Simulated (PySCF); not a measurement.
Gas-phase reaction: H₂Se + 2 C₄H₁₀ (n-butane) → Se(CH₃)₂ + 2 C₃H₈

Computed with PySCF (xtb for GFN2) and rigid-rotor harmonic-oscillator thermochemistry at 1 bar. S°(298 K) at PBE0/def2-TZVP differs from the NASA 1993 table for C₄H₁₀ (n-butane) (-9 J/mol/K); whether the harmonic model or the table's entry is off was not settled. † marks an energy on the PBE0/def2-TZVP geometry and frequencies; other levels use their own. 6-31G* has spherical d functions here. All species are closed-shell singlets. B3LYP is the form with VWN-RPA correlation. Se: all electrons, no relativistic terms. The harmonic model lacks anharmonicity and excited electronic states, which grow with temperature; levels with a mode under 35 cm⁻¹ are left out. Internal rotation in C₄H₁₀ (n-butane), Se(CH₃)₂, C₃H₈ is treated as a harmonic vibration of one conformer, which makes the entropy rough.

```tsv
level	ΔE electronic, kJ	ΔH°(298 K), kJ	ΔS°(298 K), J/K	ΔG°(800 K), kJ
B3LYP/def2-TZVP†	0	10	17	-4
GFN2-xTB	25	34	19	18
HF/6-31G*	8	19	17	5
HF/def2-TZVP†	8	17	17	4
PBE/def2-SVP	16	24	18	10
PBE0/def2-TZVP	4	14	17	0
LDA/def2-TZVP†	19	28	17	15
ωB97M-V/def2-TZVP†	7	17	17	3
ωB97X-V/def2-TZVP†	7	17	17	3
```
ΔH° is lowest at B3LYP/def2-TZVP† and highest at GFN2-xTB. No reference value is set beside these.
